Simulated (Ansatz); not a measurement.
Start from `FC[NH][SnH3]` and change one atom or group to get `FCN[SiH2]Cl`.

Ansatz, PBE0-D4/def2-TZVP geometries, multiplicity 1. Each molecule was computed in one conformer, which needn't be the lowest.

Elements past krypton have def2 core potentials.

```csv
property,`FC[NH][SnH3]`
LUMO energy (PBE0/def2-TZVPP) / eV,-0.18
LUMO energy (B3LYP/def2-TZVPP) / eV,-0.44
LUMO energy (PBE/def2-TZVPP) / eV,-0.95
size of the dipole moment (ωB97M-V/def2-TZVPP) / D,1.50
HOMO–LUMO gap (PBE/def2-TZVPP) / eV,5.14
HOMO energy (PBE/def2-TZVPP) / eV,-6.09
```

**Question.** Give the same properties after the change, and the shifts. (Best estimate.)

**Answer.** The calculation gave: 
```csv
property,`FCN[SiH2]Cl`,shift
LUMO energy (PBE0/def2-TZVPP) / eV,0.31,0.49
LUMO energy (B3LYP/def2-TZVPP) / eV,0.06,0.50
LUMO energy (PBE/def2-TZVPP) / eV,-0.54,0.41
size of the dipole moment (ωB97M-V/def2-TZVPP) / D,1.12,-0.38
HOMO–LUMO gap (PBE/def2-TZVPP) / eV,6.26,1.12
HOMO energy (PBE/def2-TZVPP) / eV,-6.80,-0.71
```

With PBE0 the HOMO falls by 0.73 eV and the LUMO rises by 0.49 eV, so the gap widens by about 1.22 eV. PBE moves the HOMO by -0.71 eV and ωB97M-V by -0.74 eV. Dipoles are sizes alone; their direction can turn.

B3LYP here is the variant with VWN-RPA as its local correlation; programs differ in this.
